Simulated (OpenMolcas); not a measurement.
Pt II: effect of the active space

```
Program             : OpenMolcas
Method              : CASSCF or its RAS form
Basis               : ANO-RCC-VTZP
Scalar Hamiltonian  : DKH2, point nucleus
Spin-orbit coupling : state interaction with AMFI integrals over the reference wave functions, term energies averaged over their components
```

A. 9 electrons in 6 orbitals (5d 6s); 2S+1 = 4 even, 20 roots; 2S+1 = 2 even, 49 roots (38 in the spin-orbit step); cost of the order of 25 core-seconds
B. 9 electrons in 9 orbitals (RAS2 5d 6s; RAS3 6p, at most 2 electrons); 2S+1 = 2 even, 65 roots; 2S+1 = 4 even, 20 roots kept (CI in the orbitals of an earlier block); 2S+1 = 2 odd, 16 roots; 2S+1 = 6 odd, 7 roots kept (CI in the orbitals of an earlier block, 0 in the spin-orbit step); 2S+1 = 4 odd, 21 roots kept (CI in the orbitals of an earlier block); cost of the order of 7 core-minutes

Energies in cm⁻¹ above 5d⁸ 6s ⁴F_9/2.

| Level | A | B |
| --- | --- | --- |
| 5d⁸ 6s ⁴F_9/2 | 0.0 | 0.0 |
| 5d⁹ ²D_5/2 | 3812 | 5668 |
| 5d⁸ 6s ⁴F_7/2 [73 %] | 4945 | 4765 |
| 5d⁸ 6s ⁴F_5/2 [75 %] | 11050 | 11319 |
| 5d⁸ 6s ²F_7/2 [71 %] | 14764 | 14376 |
| 5d⁸ 6s ⁴F_3/2 [52 %] | 17510 | 17935 |
| 5d⁸ 6s ²F_5/2 [54 %] | 21711 | 21314 |
| 5d⁷ 6s² ⁴F_9/2 | 23568 | 18571 |
| 5d⁸ 6s ⁴P_1/2 | 23945 | 21212 |
| 5d⁸ 6s ²G_7/2 [54 %] | 27714 | 28380 |
| 5d⁸ 6s ²G_9/2 | 28022 | 27610 |
| 5d⁸ 6s ²P_1/2 | 28626 | 25982 |
| 5d⁷ 6s² ⁴F_7/2 [56 %] | 32709 | 26912 |

The spin-orbit steps hold different terms of 5d⁸ 6s (A lacks ²S), which shifts levels as well.

Between A and B the level of the table that moves most is 5d⁷ 6s² ⁴F_7/2 [56 %], by 5800 cm-1 (lowest in B, highest in A).

Some high roots are left out of the spin-orbit mixing, which shifts the levels that they would mix with. Without dynamic correlation excited terms often stand tens of per cent too high (terms of higher spin than the ground term too low), and those without a measured partner can miss by more than the paired ones. The lowest computed level is not the ground level that NIST lists (2D5/2). A single d shell beside an s shell can misplace configurations of different d count against each other. Terms from blocks run as CI alone lack orbitals of their own (holds for B). Configurations are named by rounded mean occupations; where the s occupation lies near a half they are strongly mixed, a name can repeat and a true partner stay unpaired (holds for B). Only configurations of the active space appear. The table leaves out levels that lie high or whose names do not pair safely across all columns.

A share in square brackets marks a mixed level and gives the weight of the term that names it, the lowest over the columns.
